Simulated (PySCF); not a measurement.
A structure optimised at PBE-D3(BJ)/def2-SVP, used in a PySCF frequency run:

```xyz
5

B      0.3653     0.0091     0.0000
Cl    -0.5585    -1.5089     0.0000
Cl    -0.4796     1.5526     0.0000
O      1.7167     0.0127     0.0000
H      2.0874    -0.8897     0.0000
```
Charge 0, spin multiplicity 1.

Write its SMILES, formula and point group.

OB(Cl)Cl, BCl2HO, Cs

What are its rotational constants (standard atomic weights)?

7.0147, 3.0263, 2.1142 GHz
